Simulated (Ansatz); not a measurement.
Mo3⁻. Charge -1, multiplicity 4. Geometry PBE-D4/def2-TZVPD.

Cartesian coordinates in Å:
```
Mo -0.8978 0.7732 0.4335
Mo 0.9030 -0.5849 0.8137
Mo -0.0053 -0.1883 -1.2472
```

In the def2 sets Mo takes a core potential; there is no spin–orbit coupling. HSE06 is defined as in plane-wave codes, on full-range PBE exchange. At PBE-D4/def2-TZVPD, r2SCAN-D4/def2-TZVPD, r2SCAN0-D4/def2-TZVPD, HSE06-D4/def2-TZVPD the highest occupied level of the charge -1 quartet lies above zero (up to 1.00 eV). It is a level of α spin, whose loss leaves a triplet; that state wasn't run at this geometry and level. The electron is either unbound and held by the finite basis, or the level is raised by self-interaction error. At r2SCAN-D4/def2-TZVPD, r2SCAN0-D4/def2-TZVPD, HSE06-D4/def2-TZVPD, ωB97X-V/def2-TZVPD the charge -1 quartet is spin-contaminated (final ⟨S²⟩ up to 5.06, 3.75 for a pure state). The order of the spin states hangs on the level: the doublet lies 0.08 eV below the quartet at PBE-D4/def2-TZVPD, but 0.13 eV above it at r2SCAN0-D4/def2-TZVPD. The doublet is doubtful at PBE-D4/def2-TZVPD (⟨S²⟩ 1.14, where a pure state has 0.75). The quartet is doubtful at r2SCAN0-D4/def2-TZVPD (⟨S²⟩ 5.06, where a pure state has 3.75). The doublet is doubtful at r2SCAN0-D4/def2-TZVPD (⟨S²⟩ 2.51, where a pure state has 0.75). The structure comes from a short search, and lower isomers may exist.

(1) Estimate the α-spin orbital energies around the gap (eV) in Ansatz with PBE-D4/def2-TZVPD, r2SCAN-D4/def2-TZVPD, r2SCAN0-D4/def2-TZVPD, HSE06-D4/def2-TZVPD, ωB97X-V/def2-TZVPD.

Answers

(1) 
```json
{"orbital": "HOMO−9", "PBE-D4/def2-TZVPD": "-2.73", "r2SCAN-D4/def2-TZVPD": "-2.83", "r2SCAN0-D4/def2-TZVPD": "-3.73", "HSE06-D4/def2-TZVPD": "-3.27", "ωB97X-V/def2-TZVPD": "-5.68"}
{"orbital": "HOMO−8", "PBE-D4/def2-TZVPD": "-1.79", "r2SCAN-D4/def2-TZVPD": "-1.91", "r2SCAN0-D4/def2-TZVPD": "-2.86", "HSE06-D4/def2-TZVPD": "-2.36", "ωB97X-V/def2-TZVPD": "-4.86"}
{"orbital": "HOMO−7", "PBE-D4/def2-TZVPD": "-1.45", "r2SCAN-D4/def2-TZVPD": "-1.69", "r2SCAN0-D4/def2-TZVPD": "-2.66", "HSE06-D4/def2-TZVPD": "-2.19", "ωB97X-V/def2-TZVPD": "-4.71"}
{"orbital": "HOMO−6", "PBE-D4/def2-TZVPD": "-1.37", "r2SCAN-D4/def2-TZVPD": "-1.58", "r2SCAN0-D4/def2-TZVPD": "-2.43", "HSE06-D4/def2-TZVPD": "-1.91", "ωB97X-V/def2-TZVPD": "-4.39"}
{"orbital": "HOMO−5", "PBE-D4/def2-TZVPD": "-1.10", "r2SCAN-D4/def2-TZVPD": "-1.31", "r2SCAN0-D4/def2-TZVPD": "-2.40", "HSE06-D4/def2-TZVPD": "-1.82", "ωB97X-V/def2-TZVPD": "-4.17"}
{"orbital": "HOMO−4", "PBE-D4/def2-TZVPD": "-0.97", "r2SCAN-D4/def2-TZVPD": "-0.97", "r2SCAN0-D4/def2-TZVPD": "-1.88", "HSE06-D4/def2-TZVPD": "-1.34", "ωB97X-V/def2-TZVPD": "-3.74"}
{"orbital": "HOMO−3", "PBE-D4/def2-TZVPD": "-0.49", "r2SCAN-D4/def2-TZVPD": "-0.63", "r2SCAN0-D4/def2-TZVPD": "-1.63", "HSE06-D4/def2-TZVPD": "-1.20", "ωB97X-V/def2-TZVPD": "-3.62"}
{"orbital": "HOMO−2", "PBE-D4/def2-TZVPD": "0.41", "r2SCAN-D4/def2-TZVPD": "0.14", "r2SCAN0-D4/def2-TZVPD": "-0.63", "HSE06-D4/def2-TZVPD": "0.01", "ωB97X-V/def2-TZVPD": "-2.27"}
{"orbital": "HOMO−1", "PBE-D4/def2-TZVPD": "0.65", "r2SCAN-D4/def2-TZVPD": "0.49", "r2SCAN0-D4/def2-TZVPD": "-0.21", "HSE06-D4/def2-TZVPD": "0.32", "ωB97X-V/def2-TZVPD": "-1.57"}
{"orbital": "HOMO", "PBE-D4/def2-TZVPD": "1.00", "r2SCAN-D4/def2-TZVPD": "0.74", "r2SCAN0-D4/def2-TZVPD": "0.14", "HSE06-D4/def2-TZVPD": "0.57", "ωB97X-V/def2-TZVPD": "-1.15"}
{"orbital": "LUMO", "PBE-D4/def2-TZVPD": "1.42", "r2SCAN-D4/def2-TZVPD": "1.43", "r2SCAN0-D4/def2-TZVPD": "2.14", "HSE06-D4/def2-TZVPD": "1.74", "ωB97X-V/def2-TZVPD": "3.69"}
{"orbital": "LUMO+1", "PBE-D4/def2-TZVPD": "1.51", "r2SCAN-D4/def2-TZVPD": "1.50", "r2SCAN0-D4/def2-TZVPD": "2.14", "HSE06-D4/def2-TZVPD": "1.78", "ωB97X-V/def2-TZVPD": "3.83"}
{"orbital": "LUMO+2", "PBE-D4/def2-TZVPD": "1.60", "r2SCAN-D4/def2-TZVPD": "1.76", "r2SCAN0-D4/def2-TZVPD": "2.43", "HSE06-D4/def2-TZVPD": "1.94", "ωB97X-V/def2-TZVPD": "3.95"}
{"orbital": "LUMO+3", "PBE-D4/def2-TZVPD": "1.74", "r2SCAN-D4/def2-TZVPD": "1.77", "r2SCAN0-D4/def2-TZVPD": "2.56", "HSE06-D4/def2-TZVPD": "2.05", "ωB97X-V/def2-TZVPD": "4.16"}
{"orbital": "LUMO+4", "PBE-D4/def2-TZVPD": "1.76", "r2SCAN-D4/def2-TZVPD": "2.01", "r2SCAN0-D4/def2-TZVPD": "3.09", "HSE06-D4/def2-TZVPD": "2.42", "ωB97X-V/def2-TZVPD": "4.58"}
{"orbital": "LUMO+5", "PBE-D4/def2-TZVPD": "1.88", "r2SCAN-D4/def2-TZVPD": "2.14", "r2SCAN0-D4/def2-TZVPD": "3.37", "HSE06-D4/def2-TZVPD": "2.63", "ωB97X-V/def2-TZVPD": "4.62"}
{"orbital": "β HOMO", "PBE-D4/def2-TZVPD": "-0.12", "r2SCAN-D4/def2-TZVPD": "-0.15", "r2SCAN0-D4/def2-TZVPD": "-0.88", "HSE06-D4/def2-TZVPD": "-0.47", "ωB97X-V/def2-TZVPD": "-2.82"}
{"orbital": "β LUMO", "PBE-D4/def2-TZVPD": "1.24", "r2SCAN-D4/def2-TZVPD": "1.46", "r2SCAN0-D4/def2-TZVPD": "2.07", "HSE06-D4/def2-TZVPD": "1.52", "ωB97X-V/def2-TZVPD": "2.98"}
```
